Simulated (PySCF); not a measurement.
# Levels of Tl⁶⁸⁺ from EOM-EA-GCCSD

Reference: closed-shell Tl⁶⁹⁺, [Ne] 3s2; one electron is added. Calculated with PySCF 2.14, two-component X2C-1e with screened spin-orbit coupling, an even-tempered Gaussian basis (17 s from 8.6 bohr⁻², ratio 2.6; 14 p from 11 bohr⁻², ratio 2.6; 6 d from 12 bohr⁻², ratio 2.8; 4 f from 150 bohr⁻², ratio 2.8); frozen 1s2; the 46 highest virtual spinors dropped; of the others 56 kept and the rest restored at second order. No Breit or QED terms. Binding energies in eV.

| level | Koopmans | second order | EOM-CCSD |
| --- | --- | --- | --- |
| 3p1/2 | 8425.5 | 8427.0 | 8426.2 |
| 3p3/2 | 7855.6 | 7858.3 | 7858.5 |
| 3d3/2 | 7603.3 | 7617.4 | 7591.3 |
| 3d5/2 | 7478.8 | near a pole | 7478.8 |

Electric-dipole lines between these computed levels:

```csv
lower,upper,ΔE (eV),vacuum wavelength (nm)
3p1/2,3d3/2,834.88,1.485
3p3/2,3d3/2,267.16,4.641
3p3/2,3d5/2,379.61,3.266
```

In EOM-CCSD the overlap with the one-orbital guess is low for 3d3/2 (weight 0.76). That can mean mixing with two-particle, one-hole states, where second order and EOM-CCSD lose accuracy, or only a rotation among the degenerate components of the shell; the terms of those configurations are not listed.

For comparison, the ionisation energy of Tl⁶⁸⁺ is 8420 ± 50 eV (theoretical estimate listed by NIST; NIST Atomic Spectra Database, ionization energies).

Only part of the computed levels is shown.
